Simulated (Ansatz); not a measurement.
A run for Ansatz (a program for electronic structure): R-SVWN5/def2-TZVPP on CdTe, 2S+1 = 1, a spin state set in the input, which need not be the lowest, a point of a bond scan (R = 2.555 Å). Elements past Kr take the def2 small-core potentials; no spin–orbit coupling.

Ansatz 0.2 input:
```yaml
crystal:
  periodic: [false, false, false]
  atoms:
    - {symbol: Cd, position_ang: [0.00000000, 0.00000000, 0.00000000]}
    - {symbol: Te, position_ang: [0.00000000, 0.00000000, 2.55490200]}
basis:
  gaussian:
    orbitals: def2-TZVPP
    pivot_positions_ang: [[0.00000000, 0.00000000, 0.00000000], [0.00000000, 0.00000000, 2.55490200]]
hamiltonian:
  xc: {name: SVWN5}
output: {forces: true, orbitals: {seedname: ./end}}
```

The head of its log:

```
WARN ansatz: RAYON_NUM_THREADS=2 ignored (pool sized by the plan → 2); use --threads N
Functional definition: SVWN5
integrals: 0.03 GiB planned
768 factors; their error is unknown
mean field: 0.26 GiB planned
mean field evaluation 1: about -11835.1262 eV, gradient 4.2e1 eV
mean field evaluation 2: about -11744.3559 eV, gradient 1.4e2 eV
```

Predict the final total energy.

-435.1279 hartree.
